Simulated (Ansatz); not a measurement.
Cartesian coordinates in Å:
```
C 1.4418 -1.1737 0.6283
N 0.2863 -0.5153 0.0585
C -0.7949 -1.4523 -0.1716
As -0.3183 0.9383 1.1139
Si -0.8262 2.2497 -0.7969
H 1.7593 -1.9799 -0.0417
H 1.2559 -1.6210 1.6204
H 2.2707 -0.4692 0.7208
H -1.6540 -0.9417 -0.6143
H -0.4628 -2.2150 -0.8833
H -1.1372 -1.9689 0.7412
H 1.0570 1.5901 1.2285
H -1.9319 1.5765 -1.5291
H -1.2933 3.6002 -0.3787
H 0.3476 2.3821 -1.6959
```

Total charge 0; spin multiplicity 1.

Q: List the CAM-B3LYP/def2-TZVPP orbital energies in eV (Ansatz). (An estimate is asked.)

A: Computed: Occupied: -11590.02, -1800.93, -1466.73, -1311.35, -1311.33, -1311.30, -391.43, -279.34, -279.32, -192.19, -145.52, -139.43, -139.36, -139.26, -100.85, -100.83, -100.83, -46.65, -46.63, -46.55, -46.49, -46.46, -26.89, -21.48, -20.04, -17.98, -16.21, -14.40, -14.31, -14.04, -12.55, -11.88, -11.43, -11.40, -10.89, -9.94, -9.36, -7.25. Lowest empty: 0.79, 1.26, 1.45, 2.18, 2.65, 2.68, 3.17, 3.31.
